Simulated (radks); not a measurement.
The numbers below are computed, except where a source is named.
Effect of the nuclear size on the ytterbium ion Yb3+, [Xe] 4f13. Level of theory: Dirac Kohn-Sham, exchange-only LDA, spin-unpolarised, spherical densities, finite nucleus; open shells fill j = l - 1/2 first; Fermi nuclear charge, rms radius 5.3108 fm (a radial shooting solver on a logarithmic mesh with Libxc functionals). The rms radius is varied about that value; shifts are against it.

rms radius (fm) = 4.4133: total energy shift (eV) -12.3; density at nucleus (e/bohr^3) 1.082e+06; 1s1/2 shift (meV) -5040; 2s1/2 shift (meV) -685; 5s1/2 shift (meV) -5.86; 5p1/2 shift (meV) 0.131; 4f7/2 shift (meV) 0.667; 6s1/2 (empty) shift (meV) -0.973
rms radius (fm) = 5.1355: total energy shift (eV) -2.53; density at nucleus (e/bohr^3) 1.033e+06; 1s1/2 shift (meV) -1030; 2s1/2 shift (meV) -141; 5s1/2 shift (meV) -1.20; 5p1/2 shift (meV) 0.027; 4f7/2 shift (meV) 0.137; 6s1/2 (empty) shift (meV) -0.200
rms radius (fm) = 5.3108: total energy shift (eV) 0; density at nucleus (e/bohr^3) 1.022e+06; 1s1/2 shift (meV) 0.000; 2s1/2 shift (meV) 0.000; 5s1/2 shift (meV) 0.000; 5p1/2 shift (meV) 0.000; 4f7/2 shift (meV) 0.000; 6s1/2 (empty) shift (meV) 0.000
rms radius (fm) = 5.6932: total energy shift (eV) 5.73; density at nucleus (e/bohr^3) 1.001e+06; 1s1/2 shift (meV) 2340; 2s1/2 shift (meV) 318; 5s1/2 shift (meV) 2.72; 5p1/2 shift (meV) -0.061; 4f7/2 shift (meV) -0.310; 6s1/2 (empty) shift (meV) 0.452
rms radius (fm) = 6.3358: total energy shift (eV) 16.0; density at nucleus (e/bohr^3) 9.684e+05; 1s1/2 shift (meV) 6520; 2s1/2 shift (meV) 886; 5s1/2 shift (meV) 7.58; 5p1/2 shift (meV) -0.169; 4f7/2 shift (meV) -0.864; 6s1/2 (empty) shift (meV) 1.26

Slopes of the eigenvalues against <r^2> in GHz/fm^2, as finite differences over the two radii next to the reference (eigenvalue slopes, not the field-shift constants of lines): 1s1/2 135000, 2s1/2 18400, 5s1/2 157, 5p1/2 -3.51, 4f7/2 -17.9, 6s1/2 (empty) 26.1.
